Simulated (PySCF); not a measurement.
A geometry optimisation on `[Cu][Cu]`.

Method: PBE/cc-pVDZ geometry optimisation, gas phase (PySCF 2.14.0). Start geometry: GFN2-xTB. The input is one job of a driver script: a line of settings, then coordinates in Å.

Input:
```
{"job": {"xc": "PBE", "basis": "cc-pVDZ", "grid": 1, "kind": "geom"}, "charge": 0, "multiplicity": 1}
Cu     1.114160    -0.002805    -0.002945
Cu    -1.111403     0.004074    -0.011203
```

Output:
```
step   0  E = -3280.63881907  max force = 0.005502
step   1  E = -3280.63899507  max force = 0.000793
step   2  E = -3280.63899837  max force = 0.000430
step   3  E = -3280.63900017  max force = 0.000005
optimisation converged
```

Energies in Eh; «max force» is the largest Cartesian gradient component in Eh/bohr.

Q: How much energy does the optimisation release, in eV?

A: E(step 0) − E(last step) = 0.000181 Eh, which is 0.005 eV.

Summary of the converged run: final energy -3280.63900 Eh after 3 steps; dipole 0.00 D.

Q: Give the final coordinates.

A: 0.017 Å rms from the input after alignment:
```
atom  x, y, z in Å
Cu1    1.1263   -0.0020   -0.0049
Cu2   -1.1331    0.0021   -0.0098
```

Q: How long does this job take on Arm Neoverse V1, one thread, shared host with 32 logical CPUs at a one-minute load of 9.3? And the peak memory of the process?

A: About 22 s, with 0.46 GiB resident at the peak, the Python interpreter and its libraries included.
Labels such as C1 count atoms from 1, the log's own numbers from 0.
